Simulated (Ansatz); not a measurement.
Molecule: dichloro(diethyl)silane, C₄H₁₀Cl₂Si (charge 0, singlet). SMILES: CC[Si](Cl)(Cl)CC
Geometry from a B3LYP-D3(BJ)/def2-TZVP (Ansatz, a quantum-chemistry and plane-wave program) optimisation:
```
Si
C 1 1.8629
H 2 1.0930 1 107.83
H 2 1.0944 3 106.16 1 -114.77
C 2 1.5339 3 110.73 4 -120.19
H 5 1.0909 2 111.26 3 -62.01
H 5 1.0912 6 107.74 2 -121.93
H 5 1.0919 6 107.61 7 -115.57
C 1 1.8629 2 114.45 3 -179.74
H 9 1.0930 1 107.83 2 -179.74
H 9 1.0944 10 106.16 1 -114.77
C 9 1.5339 10 110.73 11 -120.19
H 12 1.0909 9 111.26 10 -62.01
H 12 1.0912 13 107.74 9 -121.93
H 12 1.0919 13 107.61 14 -115.57
Cl 1 2.0718 2 108.82 3 59.00
Cl 1 2.0718 2 108.28 3 -58.18
```
Charge 0, spin multiplicity 1.

Wanted: vertical triplet-singlet gap (E(triplet) - E(singlet); each state is the SCF solution reached for its spin; for the triplet the Hartree-Fock reference is unstable and T1 is 0.039), in kcal/mol. Valence correlation only, unless marked. UHF or UKS for open shells. No spin-orbit coupling. Non-relativistic. 

| level | program | vertical triplet-singlet gap (kcal/mol) |
|---|---|---|
| HF/aug-cc-pV(T+d)Z | Ansatz | 176.1 |
| SVWN5/def2-TZVPD | Ansatz | 147.1 |
| PBE/def2-TZVPD | Ansatz | 148.0 |
| B3LYP/def2-TZVPD | Ansatz | 161.7 |
| PBE0/def2-TZVPD | Ansatz | 165.2 |
| BHLYP/def2-TZVPD | Ansatz | 178.4 |
| B2PLYP/def2-TZVPD | Ansatz | 170.1 |
| RI-MP2/aug-cc-pV(T+d)Z | Ansatz | 182.9 |
| CCSD/aug-cc-pV(D+d)Z | Ansatz | 176.1 |
